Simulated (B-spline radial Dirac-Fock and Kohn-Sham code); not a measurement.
# Kohn-Sham estimates against Dirac-Fock for the levels of Ga

System: neutral gallium, configuration [Ar] 3d10 4s1 4p2 (not the ground configuration).

The density-functional columns are spherical, spin-unpolarised Dirac-Kohn-Sham results without Breit or QED terms: −ε is minus the orbital energy of the initial state and ΔSCF the difference of two total energies. The reference in the last column comes from multi-electron Dirac-Fock with separately optimised hole states, Breit and Lamb-shift corrections added in first order. All numbers are from a radial finite-basis atomic code, in eV; a selection of levels is shown. The Kohn-Sham columns are given as differences from the reference. For the 1s level of heavy atoms much of the gap between ΔSCF and the reference is the Breit and QED part, -20.2 eV here; for other levels the error of the functional can be larger.

```tsv
level	LDA −ε − DF	LDA ΔSCF − DF	Dirac-Fock
K (1s)	-168.1	+18.9	10377.7
L1 (2s)	-54.0	-26.6	1315.4
L2 (2p1/2)	-35.8	-1.6	1153.9
L3 (2p3/2)	-36.3	-3.0	1126.8
M2 (3p1/2)	-16.7	-7.4	119.7
M3 (3p3/2)	-16.7	-7.5	116.1
M4 (3d3/2)	-5.6	+2.9	27.11
M5 (3d5/2)	-5.6	+2.8	26.68
N1 (4s)	-3.1	+1.0	13.36
N2,3 (4p)	-2.1	+1.1	5.58
```

Values without a named source are computed, but for edge energies of neutral atoms, which are taken from tables.
